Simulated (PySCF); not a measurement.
C2H4AlClO, SMILES C=[CH][Al]([OH])[Cl]. Atoms are numbered in the order given.

```xyz
9

Al    -0.1950     0.0417     0.0000
Cl     0.5346     2.0213     0.0000
C      0.9655    -1.4943     0.0000
C      0.4443    -2.7364     0.0000
H      2.0620    -1.4095     0.0000
H      1.0705    -3.6395     0.0000
H     -0.6399    -2.9100     0.0000
O     -1.8671    -0.2463     0.0000
H     -2.5682     0.4100     0.0000
```

Coordinates come from a r2SCAN-D4/def2-SVP optimisation. The structure was generated by enumeration; whether it is a known compound was not checked. Other conformers were not sampled.

Two levels are set side by side: PBE/pcSseg-1 (PySCF) and PBE0/pcSseg-1 (PySCF). GIAO shifts against H2O (¹⁷O), HCl (³⁵Cl), TMS (¹H), TMS (¹³C) at the same level; non-relativistic, no solvent, atoms listed together averaged. Without spin–orbit terms, shifts of atoms bonded to Cl or Br come out too high at both levels. Differences are taken from unrounded values.

```tsv
quantity	PBE0
δ(³⁵Cl) of Cl2 (ppm)	-0.8
δ(¹³C) of C3 (ppm)	141.2
δ(¹³C) of C4 (ppm)	161.3
δ(¹H) of H5 (ppm)	6.39
δ(¹H) of H6, H7 (ppm)	7.19
δ(¹⁷O) of O8 (ppm)	46.2
δ(¹H) of H9 (ppm)	2.50
```

Q: What does PBE give, and how far is it from PBE0? (An estimate is asked for; the answer gives what the named calculation found.)

A: 
```json
[
 {"quantity": "δ(³⁵Cl) of Cl2 (ppm)", "PBE": "21.0", "PBE minus PBE0": "21.8"},
 {"quantity": "δ(¹³C) of C3 (ppm)", "PBE": "140.7", "PBE minus PBE0": "-0.5"},
 {"quantity": "δ(¹³C) of C4 (ppm)", "PBE": "158.5", "PBE minus PBE0": "-2.8"},
 {"quantity": "δ(¹H) of H5 (ppm)", "PBE": "6.36", "PBE minus PBE0": "-0.03"},
 {"quantity": "δ(¹H) of H6, H7 (ppm)", "PBE": "7.14", "PBE minus PBE0": "-0.06"},
 {"quantity": "δ(¹⁷O) of O8 (ppm)", "PBE": "58.7", "PBE minus PBE0": "12.5"},
 {"quantity": "δ(¹H) of H9 (ppm)", "PBE": "2.58", "PBE minus PBE0": "0.08"}
]
```

Rough cost on one machine, each run with all the roots and properties that it gave: PBE0 against PBE within a factor of 2.
